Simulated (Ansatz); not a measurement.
Consider the formal exchange of groups at the Si–F bond: `C=C1C[SiH]1F` + SiH₄ → `C=C1C[SiH]1[SiH3]` + H–F.

Gas-phase electronic energies from Ansatz, PBE0-D4/def2-TZVP geometries. CBS: MP2 limit from def2 TZ/QZ plus the TZ coupled-cluster correction, frozen cores. This one scheme is used for every species. DFT in def2-TZVPP. HSE06 is defined as in plane-wave codes.

`C=C1C[SiH]1F`:

Cartesian coordinates in Å:
```
C 0.069 -0.274 1.761
C -0.045 -0.136 0.452
C 0.711 0.651 -0.629
Si -0.707 -0.370 -1.201
F -2.067 0.324 -1.658
H -0.624 -0.889 2.326
H 0.856 0.224 2.324
H 0.607 1.735 -0.565
H 1.737 0.350 -0.837
H -0.536 -1.615 -1.973
```

SiH₄:

Z-matrix (Å, degrees):
```
Si
H 1 1.485
H 1 1.485 2 109.5
H 1 1.485 2 109.5 3 -120.0
H 1 1.485 2 109.5 3 120.0
```

`C=C1C[SiH]1[SiH3]`:

```xyz
13

C     1.884    0.155    1.467
C     0.668   -0.080    1.010
C    -0.259   -1.250    0.890
Si   -0.903    0.379    0.200
Si   -0.912    0.674   -2.102
H     2.327    1.144    1.416
H     2.488   -0.632    1.914
H    -0.695   -1.624    1.815
H     0.028   -2.047    0.207
H    -1.920    1.097    1.007
H    -2.237    0.328   -2.684
H    -0.593    2.081   -2.463
H     0.123   -0.225   -2.677
```

H–F:

```xyz
2

F     0.225   -0.275    0.292
H    -0.225    0.275   -0.292
```

```csv
species,HSE06-D4 energy (Eh)
`C=C1C[SiH]1F`,-506.37374
SiH₄,-291.75035
`C=C1C[SiH]1[SiH3]`,-697.69670
H–F,-100.39003
```

(1) Work out ΔE.

Largest T1 diagnostic among the species: 0.013.

Answers

(1) ΔE = (-697.69670) + (-100.39003) − (-506.37374) − (-291.75035) = 0.03736 Eh = +98.1 kJ/mol. CCSD(T)/CBS gives +112.6 kJ/mol.

From BLYP to BHLYP (50 % exact exchange), in def2-TZVPP and without D4, ΔE moves by +11.1 kJ/mol. In def2-TZVPP, CCSD(T) changes the Hartree–Fock value by −37.2 kJ/mol (the triples alone add −5.9 kJ/mol) and MP2 by −35.6 kJ/mol. The D4 term adds −9.2 kJ/mol with B3LYP and −5.4 kJ/mol with PBE0; it sums over pairs of atoms, weighted by their polarisabilities, and B3LYP, whose exchange is more repulsive, gets the larger term.

B3LYP here is the variant with VWN-RPA as its local correlation; programs differ in this.
